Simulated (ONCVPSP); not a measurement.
**Cutoff test, Cd, ONCV**

| Quantity | Value |
| --- | --- |
| Element | cadmium |
| Generator | ONCVPSP 4.0.1 |
| Type | optimised norm-conserving Vanderbilt (ONCV) |
| Functional | PBE |
| Relativity | scalar-relativistic |
| Frozen core | [Kr] |
| Valence charge | 12 |
| Reference configuration | 4d10 5s2 |
| Partial waves | 5s: rc 2.20 bohr, ncon 3, nbas 7, qcut 3.2 1/bohr, 2 projectors, debl 2.3 Ha; p scattering state at 0.43 Ha: rc 1.95 bohr, ncon 4, nbas 9, qcut 4.4 1/bohr, 2 projectors, debl 2.8 Ha; 4d: rc 1.30 bohr, ncon 4, nbas 8, qcut 7 1/bohr, 2 projectors, debl 2.1 Ha |
| Local potential | polynomial inside 0.95 bohr (lpopt 5, dvloc0 0 Ha) |
| Core correction | Teter function, fcfact 3.75, rcfact 1.7 |

For each optimised wave give the share of its norm inside rc, the residual kinetic energy above qcut (Ha) and the cutoffs (Ha) for errors of 10, 1, 0.1 and 0.01 mHa per electron.

| wave | norm inside rc | residual KE | 10 mHa | 1 mHa | 0.1 mHa | 0.01 mHa |
| --- | --- | --- | --- | --- | --- | --- |
| 5s | 0.289 | 3.1e-04 | 2.9 | 4.4 | 9.5 | 28.0 |
| s projector 2 | 0.127 | 1.1e-02 | 5.2 | 9.0 | 20.9 | 33.7 |
| p projector 1 | 0.082 | 4.4e-04 | 1.7 | 4.9 | 55.0 | 73.5 |
| p projector 2 | 0.134 | 3.9e-02 | 12.8 | 60.0 | 91.6 | 116.5 |
| 4d | 0.592 | 1.1e-02 | 25.0 | 103.3 | 138.5 | 177.1 |
| d projector 2 | 0.149 | 1.1e-02 | 24.8 | 41.3 | 87.2 | 176.7 |

The occupied waves need 103 Ha and 138 Ha for 1 and 0.1 mHa. Note: ghosts flagged at negative energy: s at -281.7 eV, p at -27.5 eV; GHOST(+) flagged for s at 106.6 eV, p at 497.6 eV, d at 580.9 eV. A true bound ghost makes a file unfit for plane-wave use.
